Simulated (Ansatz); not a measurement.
`C[SiH2][O][GeH3]` and `BO[SiH2]C` differ in one atom or group.

Ansatz, PBE0-D4/def2-TZVP geometries, multiplicity 1. Each molecule was computed in one conformer, which needn't be the lowest.

Scalar relativity is left out up to krypton.

```
                                        property  `C[SiH2][O][GeH3]`
           HOMO energy (ωB97M-V/def2-TZVPP) / eV              -10.56
               LUMO energy (PBE/def2-TZVPP) / eV               -0.83
  zero-point energy (PBE0-D4/def2-TZVP) / kJ/mol               214.4
         HOMO–LUMO gap (ωB97M-V/def2-TZVPP) / eV               12.36
size of the dipole moment (B3LYP/def2-TZVPP) / D                0.50
               HOMO energy (PBE/def2-TZVPP) / eV               -6.81
```

Q: Give the same properties after the change, and the shifts. (Estimate.)

A: The calculation gave: 
| property | `BO[SiH2]C` | shift |
| --- | --- | --- |
| HOMO energy (ωB97M-V/def2-TZVPP) / eV | -10.68 | -0.12 |
| LUMO energy (PBE/def2-TZVPP) / eV | -1.53 | -0.70 |
| zero-point energy (PBE0-D4/def2-TZVP) / kJ/mol | 209.2 | -5.2 |
| HOMO–LUMO gap (ωB97M-V/def2-TZVPP) / eV | 12.01 | -0.35 |
| size of the dipole moment (B3LYP/def2-TZVPP) / D | 1.53 | 1.03 |
| HOMO energy (PBE/def2-TZVPP) / eV | -6.84 | -0.03 |

With PBE0 the HOMO falls by 0.06 eV and the LUMO falls by 0.57 eV, so the gap narrows by about 0.51 eV. PBE moves the HOMO by -0.03 eV and ωB97M-V by -0.12 eV. The zero-point energy changes by -5.2 kJ/mol with -3 modes. Dipoles are sizes alone; their direction can turn.

B3LYP here is the variant with VWN-RPA as its local correlation; programs differ in this.
